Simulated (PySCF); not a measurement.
Computed IR spectrum (relative IR intensity) of a molecule C4H12OSi. Geometry optimised at ωB97X-D3(BJ)/def2-SVP. One conformer was computed; it need not be the lowest. All values below come from ωB97X-D3(BJ)/def2-SVP (PySCF). Frequencies are harmonic and unscaled.

Lines under 2 % of the strongest are left out, and lines within 2 cm⁻¹ are merged.

```tsv
ν (cm⁻¹)	relative intensity
242	3.0
334	3.9
340	3.3
618	4.4
641	3.0
702	8.7
749	13
767	31
780	9.0
880	100
903	66
979	16
987	18
1066	12
1176	60
1229	64
1279	8.3
1283	23
1443	5.4
1483	3.5
1485	5.4
1490	2.0
1493	2.7
2262	75
3016	27
3058	18
3062	4.1
3088	24
3109	4.3
3141	18
3148	12
3153	11
3162	3.7
3170	2.3
```

**Question.** Which structure fits?
A. CC[Si@H](C)OC
B. C[SiH2][C@@H](C)CO
C. CC[C@@H](C)[SiH2]O
D. CCO[SiH2]CC

**Answer.** A, CC[Si@H](C)OC
